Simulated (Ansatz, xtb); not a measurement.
Ligand exchange: Cl2 + CH2FI → ICl + CH2ClF

Species: Cl2, singlet; CH2FI (fluoroiodomethane) `FCI`, singlet; ICl (iodine monochloride), singlet; CH2ClF (chlorofluoromethane) `FCCl`, singlet. The partners trade Cl for I: Cl–Cl and C–I bonds give way to Cl–I and C–Cl.

Shapes, held fixed at every level: PBE0-D4/def2-TZVP. Programs: Ansatz 0.2.0, xtb 6.7.1. The zero-point and thermal change to 298 K, harmonic and unscaled (PBE0-D4/def2-TZVP), is +1.7 kJ/mol.

Task: Estimate ΔH(298 K) of this reaction.

Result: The highest level, CCSD(T)/def2-TZVPP, gives ΔH(298 K) = -87.6 kJ/mol; the levels span -96.8 to -79.9. The column of differences is taken from that level and isn't an error. No measured value is set beside it here. For atoms past krypton def2 sets carry core potentials with scalar relativity. Correlated rows may include outer-core shells of I, which these sets cover unevenly.

```
                level                   kind  ΔH(298 K) (kJ/mol)  less CCSD(T)/def2-TZVPP
             GFN1-xTB         semi-empirical               -79.9                     +7.7
 r2SCAN-D4/def2-TZVPP               meta-GGA               -90.6                     -3.0
  B3LYP-D4/def2-TZVPP          global hybrid               -90.1                     -2.5
r2SCAN0-D4/def2-TZVPP          global hybrid               -93.8                     -6.2
       MP2/def2-TZVPP    perturbation theory               -88.7                     -1.1
     CCSD(T)/def2-SVP  coupled cluster or CI               -96.8                     -9.2
      CCSD/def2-TZVPP  coupled cluster or CI               -90.0                     -2.4
   CCSD(T)/def2-TZVPP  coupled cluster or CI               -87.6                      0.0
```
